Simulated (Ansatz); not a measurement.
```yaml
crystal:
  periodic: [false, false, false]
  atoms:
    - {symbol: N, position_ang: [-0.092753, -0.872828, 0.214561]}
    - {symbol: Ga, position_ang: [0.025824, 0.817683, -0.097847]}
    - {symbol: H, position_ang: [0.220063, -1.930352, -0.757225]}
    - {symbol: H, position_ang: [-0.181044, -1.383161, 0.826415]}
    - {symbol: H, position_ang: [0.705522, 1.355622, -1.547478]}
    - {symbol: H, position_ang: [-0.077931, 1.868530, 1.341169]}
basis:
  gaussian: {orbitals: 6-31G}
hamiltonian: {xc: {name: wB97X}}
scf: {lower_state_search: light}
output: {forces: true}
```

```sh
$ ansatz run in.yaml --threads 4 --pin off --events-out ev --progress --plain --max-ram 10444MiB
```

It prints (some lines left out):

```
Functional definition: wB97X
514 factors; integrals over basis functions are off by at most 3.7e-4 eV
156 factors; integrals over basis functions are off by at most 9.7e-6 eV
mean field evaluation 1: about -53913.9732 eV, gradient 5.3e1 eV
mean field evaluation 2: about -53910.5480 eV, gradient 6.5e1 eV
mean field evaluation 4: about -53920.0308 eV, gradient 1.0e0 eV
mean field evaluation 8: about -53920.0572 eV, gradient 7.2e-3 eV
mean field -53920.05721996 eV, -1981.5255545062 hartree, gradient 2.1e-5 eV, S^2 0.000000; 0 other end points of the search recorded, 0 dependent functions left out
reference -53920.05718239 eV, -1981.5255531252 hartree; 21, 21 occupied and 25, 25 virtual orbitals, 514 factors
Total energy: -53920.05718239 eV, -1981.5255531252 hartree
Atom 0 at    -0.092753    -0.872828     0.214561 Å, force     3.500490     5.899279   -18.909119 eV/Å
Atom 1 at     0.025824     0.817683    -0.097847 Å, force     1.279866     3.238811     0.151228 eV/Å
Atom 2 at     0.220063    -1.930352    -0.757225 Å, force    -1.175187     4.535231     3.260771 eV/Å
Atom 3 at    -0.181044    -1.383161     0.826415 Å, force    -2.626948   -12.098230    16.003944 eV/Å
Atom 4 at     0.705522     1.355622    -1.547478 Å, force    -0.862127    -0.433968     1.156096 eV/Å
Atom 5 at    -0.077931     1.868530     1.341169 Å, force    -0.116095    -1.141123    -1.662918 eV/Å
Dipole moment:    -0.062679    -0.370638    -0.055718 e Å
```

Hardware: 4 threads of an AMD EPYC 9R45 on a shared host. Wall time 0.65 s, peak host memory 0.14 GiB.
